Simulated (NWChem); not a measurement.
Species: PbICl, singlet; SMILES [Cl][Pb][I]

```xyz
3

Pb    -0.4663     0.8522     0.0000
Cl     1.8092     1.8476     0.0000
I      0.1411    -1.9111     0.0000
```
Atoms are numbered in this order, from 1.

Low-valent species are run as closed-shell singlets; no triplet was tried in these runs. All runs use the structure optimised with PBE0/def2-SVP. Not confirmed as a minimum by frequencies. def2 effective core potentials on I, Pb; no spin-orbit coupling.

Symmetry labels are those of Cs in the frame above (b1 and b2, or b-type labels, depend on it).

### Question
List the 4 lowest vertical singlet excitations from B3LYP/def2-SVPD with def2 effective core potentials on I, Pb, TDA (NWChem).

### Answer
```csv
state,energy (eV),oscillator strength,symmetry,leading excitation (squared amplitude)
S1,2.77,0.000,a",HOMO → LUMO (0.99)
S2,3.23,0.004,a",HOMO−2 → LUMO (0.99)
S3,3.42,0.037,a',HOMO−1 → LUMO (0.90)
S4,4.23,0.004,a",HOMO−4 → LUMO (0.99)
```
